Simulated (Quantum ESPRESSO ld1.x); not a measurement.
Results of a calculation; reference values are marked as such.
Task: These are the eigenvalues of the occupied orbitals of an atom or ion with whole-number occupations (hartree). Code: ld1.x of Quantum ESPRESSO 7.5. Model: Dirac Kohn-Sham, PW91, spin-unpolarised, spherical densities, point nucleus.

1s1/2: -1535.75
2s1/2: -247.130
2p1/2: -233.579
2p3/2: -215.851
3s1/2: -53.4731
3p1/2: -47.7106
3p3/2: -44.1985
3d3/2: -34.1428
3d5/2: -33.3858
4s1/2: -10.7932
4p1/2: -8.63743
4p3/2: -7.88124
4d3/2: -4.34265
4d5/2: -4.21007
5s1/2: -1.64784
5p1/2: -1.07564
5p3/2: -0.97295
6s1/2: -0.29737
4f5/2: -0.26403

Which element is it, and in what charge state? The configuration may be excited. Open shells, if any, fill j = l - 1/2 first.

Result: Z = 59, praseodymium, charge +1: Pr+ in [Xe] 4f3 6s1. The list shows which subshells hold electrons but not how many an open one holds; the 1s level, -1535.7 hartree, gives Z - s = 55.4 by -(Z - s)^2/2, which with screening and relativity narrows Z to a few neighbours, and the depths of the outer levels then fix element, charge and occupations together.
